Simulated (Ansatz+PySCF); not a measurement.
The numbers below are computed, except where a source is named.
## Several solutions for quintet FeCl₂

```xyz
3

Fe    0.0000    0.0000    0.0000
Cl    0.0000    0.0000    2.2131
Cl    0.0000    0.0000   -2.2131
```

Basis set: def2-SVP (spherical functions). Charge 0, multiplicity 5.

ωB97X (restricted open-shell) was run from several starts with Ansatz (development build ahead of 0.2.0) and PySCF 2.14.0.

| run | program | start | converged | energy (hartree) | <S²> |
| --- | --- | --- | --- | --- | --- |
| A | Ansatz | stability test followed | yes | -2183.77016 | 6.00 |
| B | PySCF | program defaults | no | – | – |
| C | Ansatz | atomic start, no search | yes | -2183.77016 | 6.00 |
| D | Ansatz | search for the lowest state | yes | -2183.77016 | 6.00 |

(1) Which runs reached the lowest solution of this kind, and what is wrong with the others?

Answers

(1) A, C, D reached the lowest solution found. Not converged: B. Caution: other spin multiplicities were not run.
